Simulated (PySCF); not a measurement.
## Structure from NMR data

The spectra below were simulated for a compound C8H7N.

1H NMR (500 MHz, computed): δ 7.82 (d, 2H), 7.51 (d, 2H), 2.50 (s, 3H).

13C{1H} NMR (computed): δ 151.0, 140.4 (2C), 136.0 (2C), 125.5, 117.0, 24.6.

PySCF 2.14.0 with density-fitted response routines calculation with shieldings: GIAO B97-2/pcSseg-2 and PBE0-D3(BJ)/def2-TZVP geometry; non-relativistic Hamiltonian, one computed conformer, in vacuum, averaged over atoms made equivalent by symmetry, fast rotation or ring inversion.

Chemical shifts δ = σref − σ; TMS for 1H (σ = 31.64 ppm) and 13C (σ = 185.38 ppm), all at this level.

Q: Propose a structure and justify it.

A: 
- The formula gives 6 degrees of unsaturation (1 ring in the answer).
- 6 carbon signals for 8 carbons: some carbons are equivalent by symmetry or fast rotation.
- Carbon types of the structure: 3 × C, 4 × CH, 1 × CH3, which accounts for all hydrogens.
- δC 151.0, 117.0: substituted aromatic carbon.
- δC 140.4, 136.0: aromatic CH.
- δC 125.5: nitrile carbon; typical of a nitrile.
- δC 24.6: methyl carbon on an aromatic ring; saturated and bonded to C and H only.
- δH 7.82, 7.51: hydrogen on an aromatic CH; ring-current deshielding.
- δH 2.50: hydrogen on a methyl carbon on an aromatic ring; benzylic-type position, deshielded by the ring.

Structure: SMILES c1c(C#N)ccc(C)c1.

This is the structure that produced the data.

Shifts are as computed. Against solution values, carbons near 30 ppm lie about +3 ppm off and those near 130 ppm about +7 ppm. Of 1211 compounds with measured shifts, 218 miss one by over three times the rms of a fit or turn the order of signals round; such compounds aren't used in these exercises. No couplings were computed; multiplicities are counted from neighbouring protons, with m where these are inequivalent, close in shift, in a saturated or five-membered ring or joined by F or P, and br s for small geminal =CH2 splittings.
